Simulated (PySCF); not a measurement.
## Electric field gradients and quadrupole coupling constants

C5H10F2O2.
Atom-mapped SMILES: `[CH3:1][O:2][CH:3]([CH2:4][CH:5]([F:6])[F:7])[O:8][CH3:9]` (hydrogens: H10, H11, H12 on C1; H13 on C3; H14, H15 on C4; H16 on C5; H17, H18, H19 on C9)

Structure used (GFN2-xTB), in Å, numbered top down from 1:
```
atom  x, y, z in Å
C1     2.3770   -0.4415   -0.2366
O2     1.3943    0.1861    0.5502
C3     0.0812    0.0986    0.0528
C4    -0.6037   -1.2095    0.4776
C5    -1.9939   -1.3004   -0.1215
F6    -2.6221   -2.4277    0.2916
F7    -1.9284   -1.3890   -1.4757
O8    -0.6772    1.1382    0.5771
C9    -0.2592    2.4274    0.1697
H10    2.2545   -1.5296   -0.2508
H11    3.3314   -0.1942    0.2232
H12    2.3577   -0.0688   -1.2680
H13    0.1111    0.1629   -1.0572
H14   -0.0154   -2.0659    0.1464
H15   -0.6863   -1.2194    1.5640
H16   -2.6285   -0.4397    0.1310
H17   -0.3021    2.5201   -0.9218
H18   -0.9562    3.1254    0.6267
H19    0.7562    2.6364    0.5136
```

Field gradients from the PBE0/pcSseg-1 density (PySCF, non-relativistic), principal values in atomic units, ordered |Vxx| ≤ |Vyy| ≤ |Vzz|:

| atom | Vxx | Vyy | Vzz |
| --- | --- | --- | --- |
| O2 | -0.0132 | -1.9743 | 1.9875 |
| O8 | -0.0671 | -1.8950 | 1.9621 |

Question: Find the asymmetry η = (Vxx − Vyy)/Vzz and the couplings χ = eQV/h (234.96 MHz × Q in barn × V in au), with Q(17O) = −0.0256 b.

Answer: 
```tsv
atom	environment	nucleus	η	χzz (MHz)	χxx (MHz)	χyy (MHz)
O2	ether oxygen	17O	0.99	-11.95	0.08	11.88
O8	ether oxygen	17O	0.93	-11.80	0.40	11.40
```

At O2 and O8 η is above 0.9: Vyy and Vzz are nearly equal in size and opposite in sign, so a small change could swap them and flip the sign of χzz. 

Question: What is Vzz at O8 in SI units (1 au = 9.71736 × 10²¹ V/m²)?

Answer: 1.9621 au = 19.067 × 10²¹ V/m².

Question: And the gradient at the other heavy atoms, for which no coupling is worked out here?

Answer: 
| atom | environment | Vzz (au) | η |
| --- | --- | --- | --- |
| C1 | methoxy carbon | 0.391 | 0.09 |
| C3 | sp3 carbon bearing two oxygens | -0.321 | 0.73 |
| C4 | chain CH2 carbon | -0.074 | 0.61 |
| C5 | CHF2 carbon | -0.555 | 0.73 |
| F6 | fluorine of a CF2 group | 2.911 | 0.11 |
| F7 | fluorine of a CF2 group | 2.874 | 0.12 |
| C9 | methoxy carbon | 0.418 | 0.10 |

Question: What couplings would deuterons (Q(2H) = 0.00286 b) have in place of the hydrogens, at this geometry?

Answer: 
```tsv
atom	bonded to	bond length (Å)	Vzz (au)	η	χzz (kHz)
H10	C1	1.095	0.2929	0.08	197
H11	C1	1.088	0.3068	0.06	206
H12	C1	1.097	0.2894	0.08	194
H13	C3	1.112	0.2514	0.05	169
H14	C4	1.091	0.3037	0.03	204
H15	C4	1.090	0.3035	0.03	204
H16	C5	1.099	0.2684	0.05	180
H17	C9	1.096	0.2909	0.09	195
H18	C9	1.087	0.3085	0.07	207
H19	C9	1.092	0.2955	0.06	199
```

One conformer (not necessarily the lowest) at the GFN2-xTB geometry, without solvent, vibrations or thermal averaging. GFN2-xTB bond lengths can be off by several hundredths of an ångström, more for odd bonds, and the gradients follow them. With a basis this small, the couplings can be 20 % off.
